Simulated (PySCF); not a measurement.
**SMILES [H]/N=C/C=C(\F)CC=C, C6H8FN**

Geometry:
| atom | x (Å) | y (Å) | z (Å) |
| --- | --- | --- | --- |
| C1 | -2.694 | 1.119 | -0.064 |
| C2 | -2.080 | 0.059 | 0.423 |
| C3 | -1.044 | -0.733 | -0.327 |
| C4 | 0.250 | -0.705 | 0.417 |
| F5 | 0.211 | -1.414 | 1.567 |
| C6 | 1.362 | -0.054 | 0.073 |
| C7 | 2.579 | -0.051 | 0.856 |
| N8 | 3.577 | 0.604 | 0.448 |
| H9 | -2.495 | 1.483 | -1.059 |
| H10 | -3.429 | 1.661 | 0.506 |
| H11 | -2.290 | -0.294 | 1.424 |
| H12 | -1.379 | -1.773 | -0.401 |
| H13 | -0.902 | -0.329 | -1.328 |
| H14 | 1.381 | 0.513 | -0.843 |
| H15 | 2.548 | -0.639 | 1.783 |
| H16 | 4.398 | 0.563 | 1.047 |

Theory: GIAO CAM-B3LYP/pcSseg-1 magnetisability, rotational g tensor and spin-rotation constants, non-relativistic, gas phase (PySCF). Geometry: GFN2-xTB.

Problem. How diamagnetic is it, and how anisotropic?

Solution. Isotropic -999 × 10⁻³⁰ J/T², or -60.2 × 10⁻⁶ cm³/mol; principal values -1164, -980, -852 × 10⁻³⁰ J/T², anisotropy 272 × 10⁻³⁰ J/T² (root of half the summed squared differences of the principal values). The susceptibility is in cgs units.

Problem. Split it along the inertial axes a, b, c into diamagnetic and paramagnetic parts about the centre of mass, with the quadrupole moment.

Solution. 
| axis | χ (10⁻⁶ cm³/mol) | diamagnetic (10⁻⁶ cm³/mol) | paramagnetic (10⁻⁶ cm³/mol) | summed x² of all electrons (Å²) | quadrupole Θ (D Å) |
| --- | --- | --- | --- | --- | --- |
| a | -59.1 | -375.5 | 316.4 | 280.3 | +3.12 |
| b | -55.7 | -1303.7 | 1248.0 | 61.5 | -4.28 |
| c | -65.7 | -1450.4 | 1384.7 | 27.0 | +1.15 |

Anisotropies 2χaa − χbb − χcc = +3.1 and 2χbb − χaa − χcc = +13.4 × 10⁻⁶ cm³/mol. Θ is traceless in Buckingham's convention.

Problem. And the rotational g tensor?

Solution. 
```
axis  rotational constant (GHz)        g  nuclear part  electronic part
   a                     4.2233  -0.0544        0.5733          -0.6277
   b                     0.9894  -0.0123        0.5678          -0.5801
   c                     0.8736  -0.0081        0.5603          -0.5683
```
Asymmetric top; isotopes 12C, 19F, 1H, 14N; no vibrational averaging.
